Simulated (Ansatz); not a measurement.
Reaction (formal hydrolysis of a Ge–Ge bond): `[SiH3][SiH2][GeH2][GeH2][SiH2][GeH3]` + H₂O → `[OH][GeH2][SiH2][SiH3]` + `[GeH3][SiH2][GeH3]`

Isolated molecules relaxed with PBE0-D4/def2-TZVP in Ansatz; ΔE leaves out vibrations. CBS: MP2 limit from def2 TZ/QZ plus the TZ coupled-cluster correction, frozen cores. This one scheme is used for every species. Functionals use def2-TZVPP. B3LYP here is the variant with VWN-RPA as its local correlation; programs differ in this. HSE06 is defined as in plane-wave codes. For Ge outer-core shells are correlated without core-valence functions, which leaves a few kJ/mol of doubt a bond. Scalar relativity is left out up to krypton. Each species was taken in one conformer, which may not be the lowest.

`[SiH3][SiH2][GeH2][GeH2][SiH2][GeH3]`:

Z-matrix (Å, degrees):
```
Si
Si 1 2.338
H 1 1.488 2 110.2
H 1 1.487 2 109.8 3 119.8
H 1 1.487 2 110.9 3 -120.1
Ge 2 2.383 1 112.5 3 -176.0
H 2 1.490 1 108.5 3 -55.0
H 2 1.490 1 109.7 3 62.7
Ge 6 2.428 2 111.2 1 -80.5
H 6 1.540 2 109.7 1 40.3
H 6 1.541 2 109.8 1 158.5
Si 9 2.378 6 110.2 2 51.9
H 9 1.541 6 109.4 2 172.8
H 9 1.541 6 108.9 2 -69.5
Ge 12 2.380 9 109.3 6 53.3
H 12 1.488 9 108.7 6 -66.6
H 12 1.489 9 110.9 6 174.4
H 15 1.538 12 109.8 9 70.8
H 15 1.539 12 110.2 9 -48.0
H 15 1.538 12 111.7 9 -168.6
```

H₂O:

Z-matrix (Å, degrees):
```
O
H 1 0.960
H 1 0.960 2 105.1
```

`[OH][GeH2][SiH2][SiH3]`:

```xyz
12

O     0.905    1.168    2.025
Ge    0.970    1.541    0.275
Si    0.594   -0.469   -0.965
Si   -1.424   -1.411   -0.256
H     0.052    0.822    2.297
H     2.373    2.134    0.085
H    -0.100    2.605   -0.061
H     1.716   -1.417   -0.725
H     0.530   -0.161   -2.422
H    -2.548   -0.501   -0.605
H    -1.398   -1.570    1.224
H    -1.670   -2.741   -0.873
```

`[GeH3][SiH2][GeH3]`:

Cartesian coordinates in Å:
```
Ge 1.478 -1.316 -0.178
Si 0.123 0.281 0.951
Ge -1.566 1.115 -0.501
H 2.577 -1.869 0.744
H 2.148 -0.669 -1.402
H 0.614 -2.491 -0.667
H 0.973 1.407 1.426
H -0.511 -0.356 2.138
H -2.458 -0.037 -0.991
H -0.924 1.783 -1.729
H -2.453 2.151 0.209
```

```json
{"level": "PBE-D4", "ΔE (kJ/mol)": "40.8", "difference from CCSD(T)/CBS": "0.0"}
{"level": "r2SCAN-D4", "ΔE (kJ/mol)": "29.8", "difference from CCSD(T)/CBS": "-11.0"}
{"level": "B3LYP-D4", "ΔE (kJ/mol)": "34.2", "difference from CCSD(T)/CBS": "-6.6"}
{"level": "BHLYP-D4", "ΔE (kJ/mol)": "34.6", "difference from CCSD(T)/CBS": "-6.2"}
{"level": "CAM-B3LYP-D4", "ΔE (kJ/mol)": "24.9", "difference from CCSD(T)/CBS": "-15.9"}
{"level": "B2PLYP", "ΔE (kJ/mol)": "19.0", "difference from CCSD(T)/CBS": "-21.8"}
{"level": "PBE", "ΔE (kJ/mol)": "25.5", "difference from CCSD(T)/CBS": "-15.3"}
{"level": "BLYP", "ΔE (kJ/mol)": "4.8", "difference from CCSD(T)/CBS": "-36.0"}
{"level": "r2SCANh", "ΔE (kJ/mol)": "26.4", "difference from CCSD(T)/CBS": "-14.4"}
{"level": "HSE06", "ΔE (kJ/mol)": "28.4", "difference from CCSD(T)/CBS": "-12.4"}
{"level": "BHLYP", "ΔE (kJ/mol)": "9.9", "difference from CCSD(T)/CBS": "-30.9"}
{"level": "RPA@PBE/def2-TZVPP", "ΔE (kJ/mol)": "29.4", "difference from CCSD(T)/CBS": "-11.4"}
{"level": "SCS-MP2/def2-TZVPP", "ΔE (kJ/mol)": "26.7", "difference from CCSD(T)/CBS": "-14.1"}
{"level": "CCSD(T)/def2-TZVPP", "ΔE (kJ/mol)": "34.8", "difference from CCSD(T)/CBS": "-6.0"}
{"level": "HF/def2-QZVPP", "ΔE (kJ/mol)": "-7.3", "difference from CCSD(T)/CBS": "-48.1"}
{"level": "HF/CBS(def2)", "ΔE (kJ/mol)": "-7.6", "difference from CCSD(T)/CBS": "-48.4"}
{"level": "CCSD(T)/CBS", "ΔE (kJ/mol)": "40.8", "difference from CCSD(T)/CBS": "0"}
```

Largest T1 diagnostic among the species: 0.013.

Leaving LDA and LC-ωPBE aside and taking each functional with its dispersion term where it has one, the values, not all of them listed here, spread over 27.4 kJ/mol, from B97M-V to HSE06-D4. LDA lies +13.4 kJ/mol from PBE without D4. In def2-TZVPP, CCSD(T) changes the Hartree–Fock value by +39.6 kJ/mol (the triples alone add +4.4 kJ/mol) and MP2 by +45.0 kJ/mol. From BLYP to BHLYP (50 % exact exchange), in def2-TZVPP and without D4, ΔE moves by +5.2 kJ/mol.
